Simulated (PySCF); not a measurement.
## Calculated data, AlClH

Computed with PySCF 2.14.0. Calculation on a computer-drawn molecule: vertical ionisation energy to the stated ion spin, frozen-core CCSD(T) at the basis limit and cheaper methods, single-reference cases, UHF for radicals, no spin-orbit; all values are single points at the evaluated structure, the first of each entry, which is the reference or a displaced copy of it and isn't optimised; the reference structure only sets the zero of the energies above reference; triples share is (T) over the correlation energy.

Common to all runs: charge 1; multiplicity 1; ion multiplicity 2; diffuse functions no; basis cc-pV(n+d)Z; reference is the Hartree-Fock double-zeta minimum; best is HF at quadruple zeta + MP2 correlation extrapolated from triple and quadruple zeta + CCSD(T) minus MP2 at triple zeta; basis step is the size of the change from the same recipe one zeta lower.

(1) AlClH

Evaluated structure:
```xyz
3
AlClH
Al    -0.4807     3.4055     2.7003
Cl    -2.4224     2.9112     2.3303
H      0.8268     3.7061     2.8200
```

Reference structure:
```xyz
3
AlClH
Al    -0.5374     3.3697     2.7010
Cl    -2.4770     2.9495     2.3909
H      0.9463     3.6911     2.9382
```

Results for AlClH: ionisation energy best 18.74 eV; ionisation energy basis step 0.07163 eV; energy above reference best 9.713 kcal/mol; energy above reference basis step 0.275 kcal/mol; ionisation energy Koopmans at triple zeta 19 eV; ionisation energy EOM CCSD at triple zeta 18.63 eV; total energy HF triple zeta -701.7910 hartree; total energy CCSD(T) triple zeta -702.0660 hartree; total energy best -702.1114 hartree; T1 diagnostic at triple zeta 0.01077; D1 diagnostic at triple zeta 0.01978; ion T1 diagnostic at triple zeta 0.009372; ion D1 diagnostic at triple zeta 0.02589; ion spin squared at triple zeta 0.7603; triples share at triple zeta 0.0375; basis functions triple zeta 92.

Drawn bonds:
```csv
atom,other atom,order
1,2,1
1,3,1
```

Triple zeta:
```csv
method,ionisation energy (eV),energy above reference (kcal/mol)
HF,17.38,9.397
PBE,18.68,10.3
r2SCAN,18.71,9.749
B3LYP,18.7,9.376
wB97X,18.65,9.483
MP2,18.66,9.338
CCSD,18.46,9.606
CCSD(T),18.55,9.642
```

(2) AlClH

Evaluated structure:
```xyz
3
AlClH
Al    -0.4807     3.4055     2.7003
Cl    -2.4224     2.9112     2.3303
H      0.8588     3.7135     2.8229
```

Reference structure:
```xyz
3
AlClH
Al    -0.5374     3.3697     2.7010
Cl    -2.4770     2.9495     2.3909
H      0.9463     3.6911     2.9382
```

The calculation gives: ionisation energy best 18.73 eV; ionisation energy basis step 0.07209 eV; energy above reference best 6.553 kcal/mol; energy above reference basis step 0.2401 kcal/mol; ionisation energy Koopmans at triple zeta 19 eV; ionisation energy EOM CCSD at triple zeta 18.63 eV; total energy HF triple zeta -701.7960 hartree; total energy CCSD(T) triple zeta -702.0710 hartree; total energy best -702.1164 hartree; T1 diagnostic at triple zeta 0.01083; D1 diagnostic at triple zeta 0.01985; ion T1 diagnostic at triple zeta 0.009483; ion D1 diagnostic at triple zeta 0.02603; ion spin squared at triple zeta 0.7603; triples share at triple zeta 0.03757; basis functions triple zeta 92.

Drawn bonds:
```csv
atom,other atom,order
1,2,1
1,3,1
```

Triple zeta:
```csv
method,ionisation energy (eV),energy above reference (kcal/mol)
HF,17.38,6.276
PBE,18.66,7.038
r2SCAN,18.71,6.604
B3LYP,18.7,6.292
wB97X,18.64,6.401
MP2,18.66,6.223
CCSD,18.45,6.461
CCSD(T),18.55,6.484
```
